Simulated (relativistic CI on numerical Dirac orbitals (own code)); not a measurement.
Inner-shell lines of Pm XXIX

These numbers are calculated, not measured: Dirac-Coulomb-Breit CI, separate exchange-only KLI orbitals for each configuration, model QED (radiative potential, 1s self-energy scaled to tabulated hydrogen-like ionisation energies), unscaled Slater integrals (own radial code, finite nucleus).

Configuration list (outside the closed core 1s2 2s2 3s2 3p6 3d10): 2p⁶4s²4p³, 2p⁵4s²4p³4d, 2p⁵4s²4p³5s, 2p⁵4s²4p³5d, 2p⁶4s4p⁴, 2p⁵4s4p⁴5s. Levels of other configurations are missing.

The table holds the strongest lines. The upper levels have an inner-shell vacancy. Auger decay, open to those above the ionisation limit, is not computed, and radiative decays to configurations outside the model are missing too. Absolute energies can be off by a few tenths of a per cent, so close lines can change order. LS names give the leading component, which can be well under half, for lower levels too. Brackets number the levels in order of energy.

```
E (eV)                    Upper                 Lower   A (s⁻¹)  gA (s⁻¹)
6515.3   2p⁵4s²4p³4d ⁴P5/2 [74]  2p⁶4s²4p³ ⁴S°3/2 [2]  7.83e+13  4.70e+14
6516.6   2p⁵4s²4p³4d ²F7/2 [85]  2p⁶4s²4p³ ²D°5/2 [3]  9.38e+13  7.51e+14
6517.1  2p⁵4s²4p³4d ²D5/2 [131]  2p⁶4s²4p³ ²P°3/2 [5]  5.44e+13  3.26e+14
6517.4   2p⁵4s²4p³4d ²D5/2 [34]  2p⁶4s²4p³ ²P°3/2 [1]  1.51e+14  9.07e+14
6518.6   2p⁵4s²4p³4d ²D5/2 [78]  2p⁶4s²4p³ ⁴S°3/2 [2]  5.31e+13  3.18e+14
6518.9   2p⁵4s²4p³4d ⁴D7/2 [92]  2p⁶4s²4p³ ²D°5/2 [3]  4.91e+13  3.93e+14
6520.4  2p⁵4s²4p³4d ²D3/2 [106]  2p⁶4s²4p³ ²P°1/2 [4]  1.48e+14  5.90e+14
6521.7  2p⁵4s²4p³4d ²P3/2 [137]  2p⁶4s²4p³ ²P°3/2 [5]  1.29e+14  5.15e+14
6522.9  2p⁵4s²4p³4d ²F7/2 [102]  2p⁶4s²4p³ ²D°5/2 [3]  4.79e+13  3.83e+14
6523.0  2p⁵4s²4p³4d ²D5/2 [140]  2p⁶4s²4p³ ²P°3/2 [5]  6.82e+13  4.09e+14
6897.7  2p⁵4s²4p³5d ²P3/2 [205]  2p⁶4s²4p³ ²P°3/2 [1]  7.79e+13  3.12e+14
6898.1  2p⁵4s²4p³5d ²F7/2 [276]  2p⁶4s²4p³ ²D°5/2 [3]  4.04e+13  3.23e+14
6899.1  2p⁵4s²4p³5d ²D5/2 [277]  2p⁶4s²4p³ ²D°5/2 [3]  5.26e+13  3.15e+14
6904.4  2p⁵4s²4p³5d ²D5/2 [351]  2p⁶4s²4p³ ²P°3/2 [5]  5.12e+13  3.07e+14
7062.1  2p⁵4s²4p³4d ⁴P5/2 [362]  2p⁶4s²4p³ ²P°3/2 [1]  1.01e+14  6.05e+14
7062.1  2p⁵4s²4p³4d ⁴D3/2 [363]  2p⁶4s²4p³ ²P°3/2 [1]  9.93e+13  3.97e+14
7062.5  2p⁵4s²4p³4d ²D3/2 [380]  2p⁶4s²4p³ ⁴S°3/2 [2]  9.32e+13  3.73e+14
7064.2  2p⁵4s²4p³4d ²F7/2 [387]  2p⁶4s²4p³ ²D°5/2 [3]  1.05e+14  8.38e+14
7075.6  2p⁵4s²4p³4d ²P3/2 [426]  2p⁶4s²4p³ ²P°3/2 [5]  8.82e+13  3.53e+14
7077.2  2p⁵4s²4p³4d ²D5/2 [427]  2p⁶4s²4p³ ²P°3/2 [5]  9.43e+13  5.66e+14
```
